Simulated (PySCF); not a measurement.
A GIAO shielding run with PySCF 2.14 (density fitting, non-relativistic, gas phase) on `[SiH2](O[C@@H]1C(=C)[C@H]1CO)F`, C5H9FO2Si:

```
$ OMP_NUM_THREADS=1 python probes_run.py task.json out

{"job": {"kind": "nmr", "xc": "PBE0", "basis": "pcSseg-1"}, "charge": 0, "multiplicity": 1}
C     -0.163970     2.339311    -0.204133
C     -0.240327     1.033629    -0.227028
C     -0.721789    -0.211513     0.384748
C     -2.169506    -0.645409     0.265544
O     -2.322199    -2.035806     0.405227
C      0.167131    -0.231234    -0.851883
O      1.466806    -0.702674    -0.794867
Si     2.721718    -0.355474     0.150988
F      2.379948    -0.734255     1.680417
H     -0.676115     2.921187     0.545158
H      0.409516     2.884340    -0.936791
H     -0.254714    -0.514715     1.315441
H     -2.576099    -0.302443    -0.698727
H     -2.763804    -0.202938     1.069269
H     -1.722171    -2.477462    -0.207261
H     -0.288762    -0.509509    -1.799476
H      3.693191    -1.305426    -0.337308
H      3.052389     1.056709     0.229027
```

Hardware: 1 thread of an Arm Neoverse N1, shared host. The job also computes population analyses, field gradients, ring-centre shieldings.

(1) How large is the calculation?

(2) How long does it take, and how much memory does it need?

Answers

(1) 78 electrons, 205 basis functions and 1085 auxiliary functions.

(2) 76 s of wall time, with 14 SCF cycles and 5 response iterations; peak memory 0.86 GiB. Times on a shared host scatter by some tens of per cent.
